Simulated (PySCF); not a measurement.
C₃H₁₁Ge₂N.
Bonds: C1–C2 (double), C2–C3, C2–Ge4, Ge4–N5, N5–Ge6. Hydrogens: H7, H8 on C1; H9, H10, H11 on C3; H12, H13 on Ge4; H14 on N5; H15, H16, H17 on Ge6.

A GFN2-xTB structure was refined with PySCF, PBE0-D3(BJ)/def2-SVP geometry optimisation, gas phase. Its GFN2-xTB values:

| coordinate | GFN2-xTB |
| --- | --- |
| C1=C2 | 1.324 Å |
| C1–H7 | 1.081 Å |
| C1–H8 | 1.080 Å |
| C2–C3 | 1.496 Å |
| C2–Ge4 | 1.972 Å |
| C3–H9 | 1.090 Å |
| Ge4–N5 | 1.825 Å |
| Ge4–H12 | 1.505 Å |
| N5–Ge6 | 1.813 Å |
| N5–H14 | 1.009 Å |
| Ge6–H15 | 1.507 Å |
| Ge6–H16 | 1.491 Å |
| C1–C2–C3 | 122.6° |
| C1–C2–Ge4 | 121.9° |
| C2–Ge4–N5 | 115.2° |
| C3–C2–Ge4 | 115.5° |
| Ge4–N5–Ge6 | 124.8° |
| C2–Ge4–N5–Ge6 | -66° |

How do these coordinates change at the PBE0-D3(BJ)/def2-SVP level?

```csv
coordinate,PBE0-D3(BJ)/def2-SVP (Å or °),change
Ge6–H16,1.538,+0.047
Ge6–H15,1.547,+0.040
Ge4–H12,1.544,+0.039
N5–Ge6,1.832,+0.019
C1–H8,1.097,+0.017
C2–Ge4,1.955,-0.017
C1–H7,1.095,+0.014
C1=C2,1.338,+0.014
C3–H9,1.103,+0.013
Ge4–N5,1.833,+0.008
N5–H14,1.015,+0.006
C2–C3,1.499,+0.003
C2–Ge4–N5,111.4,-3.8
C1–C2–Ge4,118.2,-3.7
C3–C2–Ge4,118.4,+2.9
Ge4–N5–Ge6,126.8,+2.0
C1–C2–C3,123.4,+0.8
C2–Ge4–N5–Ge6,-81,-15
```

The energy falls by 3.5 kcal/mol over 8 energy and gradient evaluations, the largest force component goes from 0.0175 to 3.3e-04 Eh/bohr, and the atoms move by 0.123 Å rms after alignment. The bond that changes most is Ge6–H16 (ends: germanium bonded to N and 3 H; Ge–H hydrogen), which lengthens by 0.047 Å. Bonds longer at the end by more than 0.005 Å: 14 of 16; shorter: 1. Among the dihedrals that turn most is Ge4–N5–Ge6–H16, from -44° to -26°. Rotational constants go from 2859, 720.1, 614.0 to 2972, 687.3, 598.7 MHz.

The run used 175 basis functions and 54 SCF cycles in all. On an x86-64 server with one thread (shared host), this took 2.2 min of wall time.

Not checked by PBE0-D3(BJ)/def2-SVP frequencies. The numbers are those of one conformer.
